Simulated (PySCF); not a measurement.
# Krypton: a sound run and one with changed settings

Sound run: Kr [Kr], Kr+ [Ar] 3d10 4s2 4p5. Calculation: PySCF 2.14, in aug-cc-pVDZ-DK (6s5p3d, 36 functions); the spin-free X2C one-electron Hamiltonian (Gaussian nucleus). The sound run starts from symmetry-adapted Hartree-Fock orbitals and uses a fine grid where one is needed.

Changed run: radial step 0.3 in ln r (0.13 in the sound run). This setting is unsound on purpose.

```csv
species,method,sound run (hartree),changed run (hartree),converged
Kr,UHF,-2788.05464,-2788.05464,yes
Kr,MN15,-2791.70410,-2791.71675,yes
Kr,PBE,-2789.54083,-2789.54064,yes
Kr+,UHF,-2787.57027,-2787.57027,yes
Kr+,MN15,-2791.18801,-2791.20043,yes
Kr+,PBE,-2789.02213,-2789.02178,yes
```

Ionisation energy of Kr:

| method | sound run (eV) | changed run (eV) |
| --- | --- | --- |
| UHF | 13.180 | 13.180 |
| MN15 | 14.044 | 14.050 |
| PBE | 14.115 | 14.119 |

A coarse radial grid mis-integrates the density and the exchange-correlation energy, with errors of either sign; Hartree-Fock needs no grid.

For comparison, NIST gives 14.000 eV between the lowest levels.
